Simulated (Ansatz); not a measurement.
C$_{3}$H$_{4}$OZn (`C#C[O][Zn][CH3]`). The species carries charge 0 and has multiplicity 1.

```tsv
atom	x (Å)	y (Å)	z (Å)
C1	2.9260	0.1353	-1.3559
C2	2.0504	-0.5033	-0.8293
O3	1.1329	-1.1996	-0.2721
Zn4	-0.4258	-0.4527	0.2853
C5	-2.1020	0.2338	0.9076
H6	3.7106	0.6778	-1.8215
H7	-2.3097	1.1947	0.4343
H8	-2.9079	-0.4596	0.6623
H9	-2.0744	0.3735	1.9892
```

Question: List the harmonic frequencies (cm⁻¹, unscaled) at PBE0-D4/def2-TZVP in Ansatz. (Best estimate.)

Answer: The calculation gave: 8i, 59, 136, 155, 437, 465, 520, 539, 576, 643, 724, 725, 1180, 1210, 1447, 1447, 2264, 3063, 3155, 3156, 3504.
